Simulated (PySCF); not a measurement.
Species: C₆H₇N₃S.
Cartesian coordinates in Å at the PBE0-D3(BJ)/def2-SVP level; atoms count from 1:
```xyz
17
C6H7N3S angstrom
C     -3.6821    0.3005   -0.4941
C     -2.6136   -0.4995   -0.4148
C     -1.2722   -0.0199   -0.0732
C     -0.1852   -0.8754    0.0050
C      1.0292   -0.2723    0.3467
S      2.4745   -1.2381    0.4837
C      3.6902    0.0144    0.9292
N      1.1068    1.0404    0.5730
N      0.0333    1.7933    0.4757
N     -1.1230    1.3031    0.1672
H     -3.5810    1.3714   -0.2999
H     -4.6665   -0.0962   -0.7515
H     -2.7031   -1.5735   -0.6063
H     -0.2723   -1.9475   -0.1867
H      3.7472    0.7897    0.1551
H      4.6469   -0.5189    1.0073
H      3.4342    0.4803    1.8891
```

Level: CAM-B3LYP/def2-SVPD in PySCF, non-relativistic, on one gas-phase PBE0-D3(BJ)/def2-SVP geometry that isn't relaxed in the solvent. The solvent is an IEF-PCM continuum (cavity from Bondi-type radii × 1.2), and excitations are vertical TDDFT with non-equilibrium linear response and a frozen core. Specific hydrogen bonds and non-electrostatic terms are outside this model.

Gas-phase singlets (H = HOMO, L = LUMO):

```json
{"state": "S1", "E (eV)": "3.693", "λ (nm)": "336", "f": "0.004", "leading configurations": "H-1→L+1 70%, H-1→L 26%"}
{"state": "S2", "E (eV)": "3.982", "λ (nm)": "311", "f": "0.001", "leading configurations": "H-1→L 68%, H-1→L+1 27%"}
{"state": "S3", "E (eV)": "4.418", "λ (nm)": "281", "f": "0.000", "leading configurations": "H-3→L+1 64%, H-3→L 32%"}
{"state": "S4", "E (eV)": "4.612", "λ (nm)": "269", "f": "0.047", "leading configurations": "H→L 74%, H→L+1 11%"}
{"state": "S5", "E (eV)": "4.636", "λ (nm)": "267", "f": "0.003", "leading configurations": "H-3→L 59%, H-3→L+1 34%"}
```

How does the list change in acetone (ε = 20.49)?

| state | E (eV) | λ (nm) | f | leading configurations | change by rank (eV) |
| --- | --- | --- | --- | --- | --- |
| S1 | 3.924 | 316 | 0.006 | H-1→L+1 79%, H-1→L 18% | +0.231 |
| S2 | 4.318 | 287 | 0.001 | H-1→L 77%, H-1→L+1 18% | +0.336 |
| S3 | 4.519 | 274 | 0.000 | H-3→L+1 74%, H-3→L 23% | +0.101 |
| S4 | 4.545 | 273 | 0.111 | H→L 78%, H-2→L+1 10% | -0.067 |
| S5 | 4.791 | 259 | 0.350 | H→L+1 89% | +0.155 |

The ground-state energy changes by -0.364 eV from gas to acetone. By how much does the total energy of gas-phase S1 change?

E(S1) = E(S0) + excitation energy, so it changes by -0.364 + 0.231 = -0.133 eV: it is lowered less than the ground state, which is what a blue shift means. This is the vertical state, with the slow part of the continuum still set for S0.

How do the frontier levels move from gas to acetone?

| orbital | gas (eV) | solvent (eV) | change (eV) | Löwdin shares, gas | Löwdin shares, solvent |
| --- | --- | --- | --- | --- | --- |
| LUMO+2 | 0.96 | 1.23 | +0.27 | S6 58 %, C7 11 %, H16 6 %, H14 6 % | S6 58 %, C7 13 %, H16 6 %, C5 5 % |
| LUMO+1 | -0.66 | -0.76 | -0.10 | N9 24 %, N10 20 %, C4 16 %, C5 14 % | N9 25 %, N10 21 %, C4 15 %, C5 14 % |
| LUMO | -1.06 | -1.04 | +0.02 | C1 18 %, C3 17 %, N8 14 %, C2 10 % | C3 18 %, C1 16 %, N8 15 %, C4 11 % |
| HOMO | -8.36 | -8.30 | +0.06 | S6 54 %, C5 9 %, C4 9 %, C7 8 % | S6 52 %, C4 10 %, C5 9 %, C7 8 % |
| HOMO-1 | -8.56 | -8.90 | -0.34 | N9 44 %, N10 25 %, N8 15 %, C3 6 % | N9 42 %, N10 25 %, N8 15 %, C3 6 % |
| HOMO-2 | -9.07 | -9.01 | +0.06 | C1 28 %, C2 25 %, N8 11 %, C3 8 % | C1 27 %, C2 26 %, N8 11 %, N10 8 % |
| HOMO-3 | -9.32 | -9.53 | -0.21 | N8 41 %, N10 29 %, C5 6 %, N9 6 % | N8 41 %, N10 28 %, C5 7 %, N9 6 % |

The HOMO–LUMO gap goes from 7.30 to 7.27 eV.

Hardware: one thread, Arm Neoverse N1 (aarch64), no GPU, shared host with 64 logical CPUs at a one-minute load of 50. Cost: 1.8 min wall, 1.4 GiB resident at most. This is the whole response run at CAM-B3LYP/def2-SVPD in acetone, SCF included.
